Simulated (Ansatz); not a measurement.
Be₇. Total charge 0; singlet. Geometry r2SCAN/def2-TZVP.

```xyz
7

Be    0.842   -1.431    0.690
Be    0.930    0.477   -0.300
Be   -0.078    0.135    1.887
Be   -0.506    0.830   -1.566
Be   -0.924   -0.473    0.288
Be   -0.863    1.537    0.398
Be    0.599   -1.075   -1.397
```

The restricted singlet is unstable towards broken spin symmetry in Hartree–Fock (as tested in another run); at HF/STO-3G, HF/6-31G, PBE/def2-TZVPD, revPBE/def2-TZVP and others this wasn't settled. The structure comes from a short search, and lower isomers may exist.

Problem. Estimate the orbital energies around the gap (eV) in Ansatz with HF/STO-3G, HF/6-31G, PBE/def2-TZVPD, revPBE/def2-TZVP, PBE0/def2-TZVPD.

Solution. 
| orbital | HF/STO-3G | HF/6-31G | PBE/def2-TZVPD | revPBE/def2-TZVP | PBE0/def2-TZVPD |
| --- | --- | --- | --- | --- | --- |
| HOMO−13 | -122.54 | -127.31 | -104.86 | -105.00 | -110.72 |
| HOMO−12 | -122.52 | -127.29 | -104.76 | -104.90 | -110.60 |
| HOMO−11 | -122.25 | -127.26 | -104.70 | -104.85 | -110.54 |
| HOMO−10 | -122.09 | -127.12 | -104.69 | -104.84 | -110.52 |
| HOMO−9 | -122.05 | -127.05 | -104.68 | -104.83 | -110.51 |
| HOMO−8 | -122.02 | -126.98 | -104.59 | -104.73 | -110.42 |
| HOMO−7 | -122.01 | -126.98 | -104.57 | -104.70 | -110.40 |
| HOMO−6 | -15.23 | -17.40 | -11.62 | -11.60 | -13.31 |
| HOMO−5 | -10.23 | -11.98 | -8.19 | -8.16 | -9.38 |
| HOMO−4 | -9.91 | -11.68 | -8.11 | -8.08 | -9.26 |
| HOMO−3 | -6.40 | -7.91 | -6.31 | -6.27 | -6.98 |
| HOMO−2 | -5.33 | -6.85 | -4.90 | -4.85 | -5.54 |
| HOMO−1 | -5.30 | -6.85 | -4.73 | -4.69 | -5.46 |
| HOMO | -4.32 | -6.01 | -4.65 | -4.60 | -5.26 |
| LUMO | 2.29 | 0.02 | -3.94 | -3.88 | -3.22 |
| LUMO+1 | 2.44 | 0.02 | -3.90 | -3.84 | -3.18 |
| LUMO+2 | 4.05 | 0.94 | -2.97 | -2.90 | -2.27 |
| LUMO+3 | 4.14 | 0.99 | -2.88 | -2.81 | -2.19 |
| LUMO+4 | 4.45 | 1.26 | -2.57 | -2.51 | -1.85 |
| LUMO+5 | 5.31 | 2.41 | -1.71 | -1.65 | -0.96 |
